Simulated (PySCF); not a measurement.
**Correlation energy of P (phosphorus, neutral)**

[Ne] 3s2 3p3, high-spin 4S determinant. All numbers are calculated (PySCF 2.14, scalar relativity by spin-free X2C-1e, in x2c-QZVPPall (9s6p4d2f1g, 70 functions)). Frozen: [Ne]; 5 electrons correlated.

MP2 pair energies summed by pair of shells (mhartree):

| pair | energy | share (%) |
| --- | --- | --- |
| 3s-3p | -58.52 | 65.3 |
| 3p-3p | -19.39 | 21.6 |
| 3s-3s | -11.71 | 13.1 |

Total MP2 correlation energy: -89.62 mhartree.

Same-spin part -23.96 and opposite-spin part -65.66 mhartree; SCS-MP2 scales them by 1/3 and 6/5 to -86.78 mhartree.
